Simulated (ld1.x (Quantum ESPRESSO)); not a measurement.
Pseudopotential generation for Hg (Z = 80): TM, PBE, scalar-relativistic.

* Element: mercury (Hg)
* Generator: ld1.x (Quantum ESPRESSO) 7.5
* Type: norm-conserving Troullier–Martins (Kleinman–Bylander form)
* Functional: PBE
* Relativity: scalar-relativistic
* Frozen core: [Xe] 4f14
* Valence charge: 12
* Reference configuration: 5d10 6s1 6p1
* Partial waves: 6s (bound): rc 1.70 bohr; 5d (bound): rc 1.30 bohr; 6p (bound): rc 2.90 bohr
* Local potential: the p channel
* Core correction: none

All-electron outer shells of the reference configuration (PBE, scalar-relativistic, ld1.x):

```csv
shell,level (eV),outermost node (bohr),outermost maximum (bohr)
4f,-98.13,–,0.37
5p,-68.79,0.51,0.93
5d,-12.03,0.55,1.17
6s,-8.39,1.08,2.18
6p,-2.08,1.27,3.14
```

(1) Estimate the cutoffs (Ry, on a coarse ladder) from which the occupation-weighted sum of valence levels, in a spherical-Bessel basis at the reference potential, stays within 10 and 1 mRy of its value at 400 Ry.

(2) What does a ghost test show?

(3) Which valence shell sets the plane-wave cutoff?

(4) Tests: 5d10 6s2 6p0; 5d10 6s1 6p0; 5d10 6s0 6p0; 5d10 6s0 6p2; 5d9 6s2 6p1; 5d10 6s0 6p1; 5d9 6s0 6p0. Which has the largest error in its energy relative to the reference configuration, and how large is it?

Answers

(1) 70 Ry and 90 Ry.

(2) No extra level below or beside the all-electron valence levels (s, d, p, f tested).

(3) 5d: its level needs 70 Ry to come within 1 mRy, against 50 Ry for 6s.

(4) 5d9 6s0 6p0, with -150 meV (all-electron minus pseudo) on +59.15 eV.
